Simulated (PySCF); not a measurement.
## Correlation energy of Co⁺ (cobalt, charge +1)

[Ar] 3d8, high-spin 3F determinant. Calculation: PySCF 2.14, in aug-cc-pVTZ; the non-relativistic Hamiltonian (point nucleus). Frozen: [Ar]; 8 electrons correlated.

```csv
level,correlation energy (mhartree)
CCSD,-266.61
(T),-10.09
CCSD(T),-276.70
```

Diagnostics: T1 = 0.013, D1 = 0.0199, largest double amplitude 0.024.

Question: Is a single reference adequate?

Answer: Yes: T1 lies below 0.03 and no double amplitude reaches 0.07.
